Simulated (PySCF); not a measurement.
CH₉N₃Si, singlet, geometry from GFN2-xTB, atoms displaced at random by about 0.03 Å a coordinate; TPSS/6-31G, gradient in PySCF.

Here is a job for PySCF.
```python
from pyscf import gto, scf, dft

mol = gto.M(
    atom='''
C     1.80702411   -0.48357465    0.41578996
Si   -0.02455651    0.03887414   -0.01587123
N    -0.85990386   -0.17707537    1.51755358
N    -0.27669166    1.58492515   -0.66231877
N    -0.61351596   -1.02822717   -1.23272152
H     1.85018542   -1.41551761    0.89541846
H     2.41228582   -0.46077365   -0.52736577
H     2.24859115    0.26941949    1.02925631
H    -0.51870119    0.18718175    2.25353090
H    -1.90090089    0.07702325    1.48719027
H     0.01376921    2.34939520   -0.16654472
H     0.00331458    1.71741031   -1.65183929
H    -0.58846699   -2.02102484   -1.13033159
H    -1.47932108   -0.82241424   -1.68471508
''',
    basis='6-31g',
    verbose=4,
)

mf = dft.RKS(mol)
mf.xc = 'tpss'
mf.conv_tol = 1e-4
mf.kernel()
g = mf.nuc_grad_method()
grad = g.kernel()
```

Output, abridged:

```
PySCF version 2.14.0

[INPUT] verbose = 4
[INPUT] num. atoms = 14
[INPUT] num. electrons = 50
[INPUT] charge = 0
[INPUT] spin (= nelec alpha-beta = 2S) = 0
[INPUT] symmetry False subgroup None
[INPUT] Mole.unit = angstrom
[INPUT] Symbol           X                Y                Z      unit          X                Y                Z       unit  Magmom
[INPUT]  1 C      1.807024110000  -0.483574650000   0.415789960000 AA    3.414780668386  -0.913823649282   0.785729149744 Bohr   0.0
[INPUT]  2 Si    -0.024556510000   0.038874140000  -0.015871230000 AA   -0.046405078475   0.073461477928  -0.029992277960 Bohr   0.0
[INPUT]  3 N     -0.859903860000  -0.177075370000   1.517553580000 AA   -1.624982788856  -0.334623952706   2.867760645553 Bohr   0.0
[INPUT]  4 N     -0.276691660000   1.584925150000  -0.662318770000 AA   -0.522871458351   2.995074461435  -1.251601082459 Bohr   0.0
[INPUT]  5 N     -0.613515960000  -1.028227170000  -1.232721520000 AA   -1.159377137450  -1.943067745137  -2.329506060658 Bohr   0.0
[INPUT]  6 H      1.850185420000  -1.415517610000   0.895418460000 AA    3.496343723463  -2.674940607399   1.692095656280 Bohr   0.0
[INPUT]  7 H      2.412285820000  -0.460773650000  -0.527365770000 AA    4.558559533972  -0.870736003916  -0.996576872770 Bohr   0.0
[INPUT]  8 H      2.248591150000   0.269419490000   1.029256310000 AA    4.249221439621   0.509129048720   1.945012537880 Bohr   0.0
[INPUT]  9 H     -0.518701190000   0.187181750000   2.253530900000 AA   -0.980203189586   0.353722243017   4.258556214245 Bohr   0.0
[INPUT] 10 H     -1.900900890000   0.077023250000   1.487190270000 AA   -3.592182072042   0.145552847724   2.810382305418 Bohr   0.0
[INPUT] 11 H      0.013769210000   2.349395200000  -0.166544720000 AA    0.026020035852   4.439713486368  -0.314723908292 Bohr   0.0
[INPUT] 12 H      0.003314580000   1.717410310000  -1.651839290000 AA    0.006263648418   3.245435129404  -3.121523859896 Bohr   0.0
[INPUT] 13 H     -0.588466990000  -2.021024840000  -1.130331590000 AA   -1.112041444447  -3.819183438543  -2.136017135044 Bohr   0.0
[INPUT] 14 H     -1.479321080000  -0.822414240000  -1.684715080000 AA   -2.795511691496  -1.554137674542  -3.183650099125 Bohr   0.0

nuclear repulsion = 256.609551779174
number of shells = 45
number of NR pGTOs = 170
number of NR cGTOs = 67
basis = 6-31g
ecp = {}

******** <class 'pyscf.dft.rks.RKS'> ********
method = RKS
initial guess = minao
damping factor = 0
level_shift factor = 0
DIIS = <class 'pyscf.scf.diis.CDIIS'>
diis_start_cycle = 1
diis_space = 8
diis_damp = 0
SCF conv_tol = 0.0001
SCF conv_tol_grad = None
SCF max_cycles = 50
direct_scf = True
direct_scf_tol = 1e-13
XC library pyscf.dft.libxc version 7.1.2
    S. Lehtola, C. Steigemann, M. J. T. Oliveira, and M. A. L. Marques,  SoftwareX 7, 1–5 (2018)
XC functionals = tpss
    J. Tao, J. P. Perdew, V. N. Staroverov, and G. E. Scuseria,  Phys. Rev. Lett. 91, 146401 (2003)
    J. P. Perdew, J. Tao, V. N. Staroverov, and G. E. Scuseria,  J. Chem. Phys. 120, 6898 (2004)
    J. Tao, J. P. Perdew, V. N. Staroverov, and G. E. Scuseria,  Phys. Rev. Lett. 91, 146401 (2003)
    J. P. Perdew, J. Tao, V. N. Staroverov, and G. E. Scuseria,  J. Chem. Phys. 120, 6898 (2004)
radial grids:
    Treutler-Ahlrichs [JCP 102, 346 (1995); DOI:10.1063/1.469408] (M4) radial grids

becke partition: Becke, JCP 88, 2547 (1988); DOI:10.1063/1.454033
pruning grids: <function nwchem_prune>
grids dens level: 3
symmetrized grids: False
atomic radii adjust function: <function treutler_atomic_radii_adjust>
small_rho_cutoff = 0
Set gradient conv threshold to 0.01
Initial guess from minao.
tot grids = 163280
init E= -497.578206741904
  HOMO = -0.315712330163592  LUMO = -0.00706519185892729  gap/eV = 8.39872
cycle= 1 E= -497.059117822473  delta_E= 0.519  |g|= 0.918  |ddm|= 3.33
  HOMO = -0.0604529572494328  LUMO = 0.086517495245513  gap/eV = 3.99927
cycle= 2 E= -496.79037267878  delta_E= 0.269  |g|= 1.38  |ddm|= 2.33
  HOMO = -0.196434662107218  LUMO = 0.0412336184337616  gap/eV = 6.46728
cycle= 3 E= -497.25258555234  delta_E= -0.462  |g|= 0.0985  |ddm|= 1.57
  HOMO = -0.187488115784807  LUMO = 0.0434309715441417  gap/eV = 6.28363
cycle= 4 E= -497.254676119076  delta_E= -0.00209  |g|= 0.0426  |ddm|= 0.149
  HOMO = -0.187091087276318  LUMO = 0.04476776453634  gap/eV = 6.30920
cycle= 5 E= -497.255121640853  delta_E= -0.000446  |g|= 0.00785  |ddm|= 0.0417
  HOMO = -0.187423354534181  LUMO = 0.0446770808198746  gap/eV = 6.31577
cycle= 6 E= -497.255135320862  delta_E= -1.37e-05  |g|= 0.00245  |ddm|= 0.01
  HOMO = -0.187582501352427  LUMO = 0.044552551609369  gap/eV = 6.31672
Extra cycle  E= -497.255131917459  delta_E= 3.4e-06  |g|= 0.00456  |ddm|= 0.00757
converged SCF energy = -497.255131917459

******** <class 'pyscf.grad.rks.Gradients'> for <class 'pyscf.dft.rks.RKS'> ********
unit = Eh/Bohr
grid_response = False
--------------- RKS gradients ---------------
         x                y                z
0 C     0.0112988905    -0.0311594175     0.0447816004
1 Si    -0.0321562928     0.0492027583    -0.0283965607
2 N     0.1115278724     0.0396207659     0.1288141678
3 N     0.0024661561     0.0025761262     0.0680472418
4 N     0.0105327677     0.0086230068     0.0121358898
5 H    -0.0022173912     0.0309855553    -0.0128836820
6 H     0.0077550171     0.0072955679    -0.0100380457
7 H    -0.0093246937    -0.0140604205    -0.0184800148
8 H    -0.0713607109    -0.0603906010    -0.1473261432
9 H    -0.0304964421     0.0148199634     0.0006852067
10 H    -0.0099345481    -0.0549080903    -0.0371468847
11 H     0.0104833445     0.0028541507    -0.0088740130
12 H    -0.0128711558     0.0173630049    -0.0044440360
13 H     0.0143109713    -0.0128097297     0.0131092336
----------------------------------------------
```
